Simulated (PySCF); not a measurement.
Delta-SCF ions had no search for a lower state. Excitations are Tamm–Dancoff values on a coarser integration grid. The basis has no diffuse functions, so Rydberg states are missing or too high.

**C$_{4}$H$_{7}$ClSi, SMILES `[SiH3]/C=C/C=C\Cl` (C–C–C–C torsion 180°) (charge 0, multiplicity 1)**

These are PySCF with PBE-D3(BJ)/def2-TZVP // CAM-B3LYP-D3(BJ)/def2-TZVP values and carry that method's errors.

```yaml
HOMO: -5.95 eV
dipole_moment: 1.48 D
HOMO–LUMO gap: 3.57 eV
LUMO: -2.38 eV
S1 excitation (TDA): 5.07 eV
S1 oscillator strength: 0.703
brightest of the four lowest singlets (TDA): 5.07 eV
T1 excitation (TDA): 2.98 eV
S1–T1 gap (TDA): 2.08 eV
vertical ionisation energy (Delta-SCF): 8.55 eV
total_energy: -905.8240 Ha
cost: roughly 5 core-minutes
```

```xyz
13

Si     2.5253     0.3323    -0.0288
C      0.7177     0.7415    -0.0926
C     -0.2524    -0.1675     0.0204
C     -1.6658     0.1543    -0.0299
C     -2.6754    -0.6988     0.0754
Cl    -2.4952    -2.4007     0.2994
H      2.6839    -1.1254     0.1625
H      3.1980     0.7405    -1.2829
H      3.1843     1.0499     1.0861
H      0.4198     1.7790    -0.2299
H     -0.0029    -1.2139     0.1583
H     -1.9293     1.1973    -0.1675
H     -3.7078    -0.3885     0.0295
```
